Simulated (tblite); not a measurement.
Input of a run (GFN2-xTB geometry optimisation, gas phase (tblite 0.8.0)), started from a force field or distance geometry:
```
{"job": {"kind": "relax", "xc": "GFN2-xTB", "basis": "xTB"}, "charge": 0, "multiplicity": 1}
Si     3.822300    -0.510900     0.063000
C      1.926400    -0.301200     0.019100
N      1.226600    -1.393200    -0.043800
C     -0.147900    -1.170200    -0.077500
C     -0.938300    -2.263400    -0.139400
C     -2.398400    -2.005600    -0.171100
N     -2.984100    -0.848600    -0.124400
C     -2.114200     0.227400    -0.037200
C     -2.660900     1.446300     0.012700
C     -1.720700     2.578800     0.100200
N     -0.424600     2.511400     0.122100
C      0.075400     1.224000     0.068200
C      1.411400     1.089300     0.101700
N     -0.724900     0.090000    -0.017300
H      4.475700     0.831000     0.153800
H      4.262300    -1.295800     1.255500
H      4.324900    -1.163600    -1.166800
H     -0.567000    -3.279200    -0.192500
H     -3.020500    -2.907000    -0.226800
H     -3.723500     1.637000     0.001800
H     -2.191600     3.582300     0.142400
H      2.081300     1.940400     0.155200
```

Output (eV, eV/Å):
```
step      E/eV     max force
  0   -1000.05627    4.039
  1   -1000.86608    1.593
  2   -1001.04332    1.212
  3   -1001.09513    0.427
  4   -1001.11354    0.200
  5   -1001.12000    0.151
  6   -1001.12211    0.126
  7   -1001.12612    0.126
  8   -1001.12830    0.114
  9   -1001.12961    0.080
 10   -1001.13036    0.071
 11   -1001.13123    0.073
 12   -1001.13222    0.090
 13   -1001.13331    0.086
 14   -1001.13446    0.068
 15   -1001.13564    0.082
 16   -1001.13678    0.090
 17   -1001.13778    0.087
 18   -1001.13861    0.078
 19   -1001.13935    0.070
 20   -1001.14010    0.078
 21   -1001.14092    0.072
 22   -1001.14186    0.083
 23   -1001.14278    0.073
 24   -1001.14346    0.061
 25   -1001.14389    0.053
 26   -1001.14428    0.047
 27   -1001.14479    0.057
 28   -1001.14540    0.062
 29   -1001.14584    0.042
 30   -1001.14602    0.019
 31   -1001.14609    0.017
 32   -1001.14615    0.023
 33   -1001.14619    0.017
 34   -1001.14621    0.010
 35   -1001.14622    0.010
```

Problem. Summarise the run.

Solution. The energy falls by 25.1 kcal/mol over 35 L-BFGS steps, the largest force on an atom goes from 4.04 to 0.010 eV/Å, and the atoms move by 0.095 Å rms after alignment. The bond that changes most is C5–C6 (alkene CH carbon to imine carbon), which shortens by 0.118 Å. Bonds longer at the end by more than 0.005 Å: 6 of 24; shorter: 16. Among the angles that change most is Si1–C2–C13, from 116.5° to 125.0°. The energy never rose by more than 1e-5 eV on the way. The first step brought 74 % of the lowering.

Problem. What are the final bond lengths?

Solution. Si1–C2 1.894 Å, C2=N3 1.346 Å, N3–C4 1.310 Å, C4=C5 1.418 Å, C5–C6 1.365 Å, C6=N7 1.337 Å, N7–C8 1.313 Å, C8=C9 1.416 Å, C9–C10 1.367 Å, C10=N11 1.335 Å, N11–C12 1.316 Å, C12=C13 1.414 Å, C12–N14 1.386 Å, C2–C13 1.370 Å, C4–N14 1.387 Å, C8–N14 1.387 Å, Si1–H15 1.464 Å, Si1–H16 1.461 Å, Si1–H17 1.461 Å, C5–H18 1.075 Å, C6–H19 1.081 Å, C9–H20 1.075 Å, C10–H21 1.082 Å, C13–H22 1.076 Å. Numbering counts from 1 in the input's order; the species is `[SiH3]C1=NC2=CC=NC3=CC=NC(=C1)N32`.

On one thread of an Arm Neoverse V2, shared host with 96 logical CPUs at a one-minute load of 54, this took 0.39 s wall.

Its GFN2-xTB frequencies are all real (lowest 38 cm⁻¹).

The numbers are calculated, not measured.
